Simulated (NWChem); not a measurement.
Species: SbH2Cl; SMILES [Cl][SbH2]

Computed with NWChem. Coordinates come from a PBE0/def2-SVP optimisation. def2 effective core potentials on Sb; no spin-orbit coupling. Ions are spin-unrestricted doublets at the neutral geometry; other ion states weren't tried. Functional: LC-ωPBE (HJS hole) with def2-SVP; rows give the range parameter ω in 1/bohr.

For range parameter (1/bohr) 0.10:

- vertical ionisation energy, ΔSCF (eV) = 9.64
- −ε(HOMO) (eV) = 7.83

Q: What are these values for range parameter (1/bohr) 0.30?

A: 
| Item | Value |
|---|---|
| vertical ionisation energy, ΔSCF (eV) | 9.97 |
| −ε(HOMO) (eV) | 9.65 |
